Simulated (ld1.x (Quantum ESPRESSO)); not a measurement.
**sulfur: one change to an RRKJ potential, before and after**

| Quantity | Value |
| --- | --- |
| Element | sulfur (S) |
| Generator | ld1.x (Quantum ESPRESSO) 7.5 |
| Type | norm-conserving RRKJ (Kleinman–Bylander form) |
| Functional | PBE |
| Relativity | fully relativistic |
| Frozen core | [Ne] |
| Valence charge | 6 |
| Reference configuration | 3s2 3p4 |
| Partial waves | 3p (bound): rc 1.35 bohr; 3d channel at 0.05 Ry: rc 1.50 bohr; 3s (bound): rc 1.55 bohr |
| Local potential | the s channel |
| Core correction | Bessel-smoothed model core inside 1.25 bohr |

Open shells are filled in proportion to 2j + 1 (rel_dist='average').

Change: reference 3s1 3p5.

Cutoffs: the cutoffs (Ry, on a coarse ladder) from which the occupation-weighted sum of valence levels, in a spherical-Bessel basis at the reference potential, stays within 10 and 1 mRy of its value at 400 Ry; they do not see the model core or the augmentation charge, which bear on the density cutoff. Errors are all-electron minus pseudo energies relative to the spin-unpolarised reference configuration.

What does the change do?

The potential gets softer (40 Ry and 60 Ry → 35 Ry and 55 Ry); neither file shows a bound ghost.

| quantity | base | changed |
| --- | --- | --- |
| cutoff, loose | 40 Ry | 35 Ry |
| cutoff, tight | 60 Ry | 55 Ry |
| bound ghosts | none | none |
| largest error over its own tests, meV | +230 | +87 |
| s: phases at 1.71 bohr within 0.05 rad from the reference energy up to (Ry; the scan ends near 5) | to the end of the scan | 4.9 |
| p1/2: phases at 1.71 bohr within 0.05 rad from the reference energy up to (Ry; the scan ends near 5) | to the end of the scan | to the end of the scan |
| p3/2: phases at 1.71 bohr within 0.05 rad from the reference energy up to (Ry; the scan ends near 5) | to the end of the scan | to the end of the scan |
| d3/2: phases at 1.71 bohr within 0.05 rad from the reference energy up to (Ry; the scan ends near 5) | to the end of the scan | to the end of the scan |
| d5/2: phases at 1.71 bohr within 0.05 rad from the reference energy up to (Ry; the scan ends near 5) | to the end of the scan | to the end of the scan |
